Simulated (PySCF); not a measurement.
Species: C2H9B2NP2.
Numbering: `[BH2:1][N:2]([CH:3]=[CH2:4])[B:5]([PH2:6])[PH2:7]` (hydrogens: H8, H9 on B1; H10 on C3; H11, H12 on C4; H13, H14 on P6; H15, H16 on P7)

Method: PBE0-D3(BJ)/def2-SVP geometry optimisation, gas phase (PySCF 2.14.0).

Give the optimised bond lengths and angles.

| bond | length (Å) | order |
| --- | --- | --- |
| B1–N2 | 1.427 | single |
| N2–C3 | 1.420 | single |
| C3=C4 | 1.332 | double |
| N2–B5 | 1.449 | single |
| B5–P6, B5–P7 | 1.922 | single |
| B1–H8, B1–H9 | 1.205 | single |
| C3–H10 | 1.094 | single |
| C4–H11 | 1.091 | single |
| C4–H12 | 1.092 | single |
| P6–H13 and 3 like bonds | 1.424 | single |

Bonds in one row agree within 0.01 Å and their mean is given. Orders are formal, as drawn. A selection of angles:
| angle | degrees |
| --- | --- |
| N2–B1–H8 | 119.2 |
| H8–B1–H9 | 121.0 |
| B1–N2–C3 | 120.3 |
| B1–N2–B5 | 120.3 |
| C3–N2–B5 | 119.2 |
| N2–C3–C4 | 125.5 |
| N2–C3–H10 | 114.8 |
| C4–C3–H10 | 119.7 |
| C3–C4–H11 | 119.6 |
| C3–C4–H12 | 122.4 |
| H11–C4–H12 | 118.0 |
| N2–B5–P6 | 122.3 |
| P6–B5–P7 | 115.9 |
| B5–P6–H13 | 100.4 |
| B5–P6–H14 | 96.9 |
| H13–P6–H14 | 96.2 |
| B5–P7–H15 | 101.0 |

Torsions: B1–N2–C3–C4 -36° (synclinal); B1–N2–B5–P6 12° (synperiplanar). The mirror-image conformer, all signs reversed, is as good.

P6 (three-coordinate phosphorus) is pyramidal (angles 100.4°, 96.9° and 96.2°, sum 293.5°, 0.76 Å off the plane of its three neighbours). The B–N distances run from 1.427 Å (B1–N2, drawn single) to 1.449 Å (N2–B5, drawn single), a spread of 0.022 Å. B5 (three-coordinate boron) is planar (angles 122.3°, 121.8° and 115.9°, sum 360.0°, 0.01 Å off the plane of its three neighbours). N2 (boron-bound nitrogen) is planar (angles 120.3°, 120.3° and 119.2°, sum 359.8°, 0.04 Å off the plane of its three neighbours). Of the pairs four or more bonds apart, P7···H10 is among the closest relative to their van der Waals radii: 2.68 Å, 89 % of the sum of Bondi's values. B1 (three-coordinate boron) is planar (angles 121.0°, 119.8° and 119.2°, sum 360.0°, 0.01 Å off the plane of its three neighbours).

Point group: C1 (no symmetry element, even within 0.4 Å). PBE0-D3(BJ)/def2-SVP frequencies: not computed here. One conformer, not necessarily the lowest (B1–N2–C3–C4 -36°, N2–B5–P6–H 53° and 151°, N2–B5–P7–H 52° and 150°).
